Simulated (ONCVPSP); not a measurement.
**Before and after: ONCV potential for bromine (Br)**

```json
{
 "Element": "Br",
 "Generator": "ONCVPSP 4.0.1",
 "Type": "optimised norm-conserving Vanderbilt (ONCV)",
 "Functional": "PBEsol",
 "Relativity": "scalar-relativistic",
 "Frozen core": "[Ar]",
 "Valence charge": "17",
 "Reference configuration": "3d10 4s1 4p6",
 "Partial waves": "4s: rc 1.30 bohr, ncon 4, nbas 8, qcut 5.2 1/bohr, 1 projector; 4p: rc 1.20 bohr, ncon 5, nbas 8, qcut 6 1/bohr, 3 projectors, debl 1.5 Ha; 3d: rc 0.95 bohr, ncon 4, nbas 9, qcut 14.9 1/bohr, 2 projectors, debl 0.9 Ha",
 "Local potential": "polynomial inside 0.80 bohr (lpopt 2, dvloc0 4 Ha)",
 "Core correction": "none"
}
```

In the d channel the program set the typed energies aside and used -2.508, 0.250 Ha.

Change: d: rc 0.84.

Cutoffs: the cutoffs (Ha) at which the residual kinetic energy of the hardest occupied pseudo-wave falls to 1 and 0.1 mHa per electron; they do not see the model core or the augmentation charge, which bear on the density cutoff. Errors are all-electron minus pseudo energies relative to the spin-unpolarised reference configuration.

Problem. What does the change do?

Solution. The potential gets harder (129 Ha and 145 Ha → 165 Ha and 434 Ha); both files keep a bound ghost (p); the errors of the 4 common tests hardly move. A smaller radius makes the pseudo-wave follow the all-electron one further in, where it bends more sharply, so more plane waves are needed.

```tsv
quantity	base	changed
cutoff, loose	129 Ha	165 Ha
cutoff, tight	145 Ha	434 Ha
loose cutoff by channel	s 13 Ha, p 129 Ha, d 102 Ha	s 13 Ha, p 129 Ha, d 165 Ha
bound ghosts	p	p
GHOST(+) flags under 300 eV	s at 9.7 eV	s at 9.7 eV
error for 3d10 4s2 4p5, meV [ΔE -12.38 eV]	+4.6	+4.7
error for 3d10 4s2 4p4, meV [ΔE 0.18 eV]	+1.6	+1.7
error for 3d10 4s2 4p3, meV [ΔE 22.95 eV]	+0.6	+0.8
error for 3d10 4s2 4p2, meV [ΔE 56.96 eV]	+12	+12
s: phases at 1.32 bohr within 0.05 rad from the reference energy up to (Ha; the scan ends near 5)	0.0	0.0
p: phases at 1.22 bohr within 0.05 rad from the reference energy up to (Ha; the scan ends near 5)	to the end of the scan	to the end of the scan
```

 A true bound ghost makes a file unfit for plane-wave use even where its test errors are small: the radial tests pick states by their node count and pass the ghost by.
